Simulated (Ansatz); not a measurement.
H4B2Si, SMILES `[H]/B=[SiH]\B` (charge 0, multiplicity 1).

Cartesian coordinates (Å):
SMILES: [H]/B=[SiH]\B
```xyz
7

B      1.7176    -0.0354     0.3305
Si     0.1286     0.8261    -0.0044
B     -1.2558    -0.5041    -0.2230
H      2.6558    -0.7157     0.5341
H      0.0821     2.2992    -0.0646
H     -2.3898    -0.2230    -0.4502
H     -0.9385    -1.6471    -0.1224
```
Charge 0, multiplicity 1.

Frozen-core energies in cc-pVTZ from Ansatz (an electronic-structure program) at a geometry from B3LYP-D3(BJ)/def2-TZVP; the HF reference has <S^2> = 0.00 (restricted, and unstable towards unrestricted orbitals) and the T1 diagnostic is 0.023.

| level | energy (Ha) |
|---|---|
| HF | -340.52041 |
| MP2 | -340.83051 |
| CCSD | -340.87578 |
| CCSD(T) | -340.89323 |

Estimate the energies of CCSDT and CCSDT(Q), and give each level's difference from CCSDT(Q).


```tsv
level	energy (Ha)	difference from CCSDT(Q) (mHa)
MP2	-340.83051	66.13
CCSD	-340.87578	20.86
CCSD(T)	-340.89323	3.41
CCSDT	-340.89523	1.41
CCSDT(Q)	-340.89664	0.00
```
